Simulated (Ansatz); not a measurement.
**Ligand exchange: SnH3Br + C3H5F → SnH3F + C3H5Br**

Species: SnH3Br `[Br][SnH3]`, singlet; C3H5F (allyl fluoride) `C=CCF`, singlet; SnH3F `[F][SnH3]`, singlet; C3H5Br (allyl bromide) `C=CCBr`, singlet. The partners trade Br for F: Sn–Br and C–F bonds give way to Sn–F and C–Br.

Shapes, held fixed at every level: PBE0-D4/def2-TZVP. Flexible molecules stand in one conformer, not always the lowest. Programs: Ansatz 0.2.0. Electronic energies: no zero-point or thermal term.

```csv
level,kind,ΔE (kJ/mol),less CCSD(T)/def2-TZVPP
PBE-D4/def2-TZVPP,GGA,+15.5,-0.7
r2SCAN-D4/def2-TZVPP,meta-GGA,+18.2,+2.0
PBE0-D4/def2-TZVPP,global hybrid,+23.8,+7.6
wB97M-V/def2-TZVPP,range-separated hybrid,+21.9,+5.7
wB97X-V/def2-TZVPP,range-separated hybrid,+21.3,+5.1
MP2/def2-TZVPP,perturbation theory,+10.1,-6.1
CCSD(T)/def2-TZVPP,coupled cluster or CI,+16.2,0.0
```

The highest level, CCSD(T)/def2-TZVPP, gives ΔE = +16.2 kJ/mol; the levels span +10.1 to +23.8. The column of differences is taken from that level and isn't an error. No measured value is set beside it here. For atoms past krypton def2 sets carry core potentials with scalar relativity. Relativity is left out for Br. Outer-core shells of Br, Sn are correlated in most correlated rows, in sets that cover them unevenly.
